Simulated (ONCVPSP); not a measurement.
# Nd (Z = 60): one change to an ONCV potential, before and after

```
Element                 : Nd
Generator               : ONCVPSP 4.0.1
Type                    : optimised norm-conserving Vanderbilt (ONCV)
Functional              : PBE
Relativity              : scalar-relativistic
Frozen core             : [Kr] 4d10 4f3
Valence charge          : 11
Reference configuration : 5s2 5p6 5d1 6s2
Partial waves           : 5s+6s: rc 2.25 bohr, ncon 4, nbas 7, qcut 6.8 1/bohr, 2 projectors; 5p: rc 2.35 bohr, ncon 4, nbas 8, qcut 5.2 1/bohr, 1 projector; 5d: rc 3.95 bohr, ncon 5, nbas 10, qcut 4.4 1/bohr, 3 projectors, debl 0.6 Ha
Local potential         : polynomial inside 1.80 bohr (lpopt 5, dvloc0 0 Ha)
Core correction         : none
```

Change: d: ncon 4, nbas 9.

Cutoffs: the cutoffs (Ha) at which the residual kinetic energy of the hardest occupied pseudo-wave falls to 1 and 0.1 mHa per electron; they do not see the model core or the augmentation charge, which bear on the density cutoff. Errors are all-electron minus pseudo energies relative to the spin-unpolarised reference configuration.

**Question.** Predict the effect on cutoff, ghosts and configuration errors.

**Answer.** The potential gets neither clearly harder nor softer (13 Ha and 16 Ha → 13 Ha and 16 Ha); of the 4 tests that both files solve, the error grows in 2 and shrinks in 1 by more than 15 % and 0.3 meV (median size 1.5 → 1.3 meV); the range in which the d phases agree narrows (upper end 3.9 → 2.2); neither file shows a bound ghost.

```tsv
quantity	base	changed
cutoff, loose	13 Ha	13 Ha
cutoff, tight	16 Ha	16 Ha
loose cutoff by channel	s 13 Ha, p 5.8 Ha, d 5.8 Ha	s 13 Ha, p 5.8 Ha, d 5.6 Ha
bound ghosts	none	none
GHOST(+) flags under 300 eV	s at 154.7 eV	s at 154.7 eV
error for 5s2 5p6 5d1 6s1, meV [ΔE 6.26 eV]	-0.5	-0.6
error for 5s2 5p6 5d1 6s0, meV [ΔE 17.70 eV]	+2.5	+1.2
error for 5s2 5p6 5d0 6s0, meV [ΔE 37.20 eV]	-4.6	+10
error for 5s2 5p6 5d1.5 6s1.5, meV [ΔE 0.53 eV]	+0.3	+1.3
s: phases at 2.28 bohr within 0.05 rad from the reference energy up to (Ha; the scan ends near 5)	4.9	4.9
p: phases at 2.38 bohr within 0.05 rad from the reference energy up to (Ha; the scan ends near 5)	0.3	0.3
d: phases at 4.01 bohr within 0.05 rad from the reference energy up to (Ha; the scan ends near 5)	3.9	2.2
```
